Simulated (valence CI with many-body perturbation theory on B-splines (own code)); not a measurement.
**Hyperfine factors and g values of Eu41+**

Calculated by valence CI with perturbative core correlation (CI+MBPT): four valence electrons over a frozen Dirac-Fock core [Ar], a basis of 7 s, 7 p, 8 d, 6 f, 4 g, 1 h functions for each j, with the one-electron correlation potential Σ1 (screened to all orders), the two-electron term Σ2, the three-electron term Σ3, Breit, model QED; selected single and double excitations, second order for the rest, scaled by the run's own slope (own B-spline code, finite nucleus).

No measured spectrum was set against this ion. As an estimate, large intervals hold to a few tenths of a per cent, small ones and those within an open d or f shell to about a per cent. Only levels of the ground parity were solved; by the run's estimate the other parity begins above the list, which can be wrong where configurations are misplaced.

A/g_I is the dipole constant over the nuclear g factor μ/I (μ in nuclear magnetons, uniformly magnetised nucleus), B/Q the quadrupole constant per barn. Both hold the static response of the core; the bare values leave it out. Large factors of s and p1/2 electrons are usually good to 5 to 10 %; those of open d and f shells near neutrality can be off by tens of per cent, and small factors of p3/2, d and f electrons come from cancelling terms and can be off by a factor of two or in sign, in half-filled shells by more. B is blank for J = 1/2, where it vanishes, and for nearly pure S terms. Energies count from the lowest level. Levels with J = 0 are left out.

Levels are named by their leading jj configuration (3d3/2^4 stands for four electrons in 3d with j = 3/2), which in mixed levels can hold well under half, so a name can repeat and another be missing. Letters in brackets count levels of one name in rising energy.

```csv
Level,E (cm⁻¹),g,A/g_I (MHz),A/g_I bare,B/Q (MHz/b),B/Q bare
(3d3/2^3 3d5/2) J=1,212990,1.493,-2790,-1820,11500,11700
(3d3/2^3 3d5/2) J=4,294120,1.089,34200,34400,1590,1550
(3d3/2^3 3d5/2) J=2,297010,1.275,20200,20800,23400,23700
(3d3/2^3 3d5/2) J=3,323730,1.180,29300,29600,16500,16700
(3d3/2^2 3d5/2^2) J=2 [a],502680,1.159,15500,15800,21100,21500
(3d3/2^2 3d5/2^2) J=4 [a],503770,1.152,27700,28000,-12800,-13000
(3d3/2^2 3d5/2^2) J=3 [a],518200,1.125,24700,25000,4710,4770
(3d3/2^2 3d5/2^2) J=5,546250,1.079,31700,31900,28600,29000
(3d3/2^2 3d5/2^2) J=6,565970,1.078,33400,33600,34500,35000
(3d3/2^2 3d5/2^2) J=1,568780,1.145,34500,34800,2600,2620
(3d3/2^2 3d5/2^2) J=4 [b],598170,1.028,36100,36200,-11300,-11400
(3d3/2^2 3d5/2^2) J=3 [b],601470,1.103,34800,35000,9770,9920
(3d3/2^2 3d5/2^2) J=2 [b],608680,1.104,31400,31700,10700,10900
(3d3/2^2 3d5/2^2) J=2 [c],687810,0.999,43600,43600,-2700,-2760
(3d3/2^2 3d5/2^2) J=4 [c],714390,1.216,23800,24300,48000,48700
(3d3/2 3d5/2^3) J=3 [a],791900,1.150,20100,20400,1660,1710
(3d3/2 3d5/2^3) J=4 [a],792390,1.118,24700,25000,-17300,-17500
(3d3/2^2 3d5/2^2) J=2 [d],793090,1.212,27800,28200,-11800,-11900
(3d3/2 3d5/2^3) J=1 [a],824990,0.904,34000,33900,14700,14900
(3d3/2 3d5/2^3) J=5,826870,1.139,27500,27800,-19000,-19300
(3d3/2 3d5/2^3) J=6,834060,1.073,31400,31600,39000,39600
(3d3/2 3d5/2^3) J=2 [a],884340,1.046,35200,35300,28000,28400
(3d3/2 3d5/2^3) J=3 [b],896910,1.089,30400,30600,11800,12000
(3d3/2 3d5/2^3) J=3 [c],990460,1.057,33900,34100,44400,45000
(3d3/2 3d5/2^3) J=1 [b],994530,1.429,6930,7780,-20900,-21200
(3d3/2 3d5/2^3) J=4 [b],999670,1.039,34300,34400,39000,39600
(3d3/2 3d5/2^3) J=2 [b],1025700,1.100,31300,31600,-44300,-45000
(3d5/2^4) J=4,1114100,1.154,23400,23700,-38300,-38800
(3d5/2^4) J=2,1196100,1.045,25800,26000,15300,15600
```

Take the isotope of mass number 153, with I = 5/2, μ = 1.5294 μN and Q = 2.41 b. What is the hyperfine structure of (3d3/2^3 3d5/2) J=3?

From the table A = 17900 MHz, B = 39800 MHz. Shifts from the centre of gravity in MHz: F = 1/2: -155000, F = 3/2: -139000, F = 5/2: -108000, F = 7/2: -56700, F = 9/2: 23900, F = 11/2: 144000.
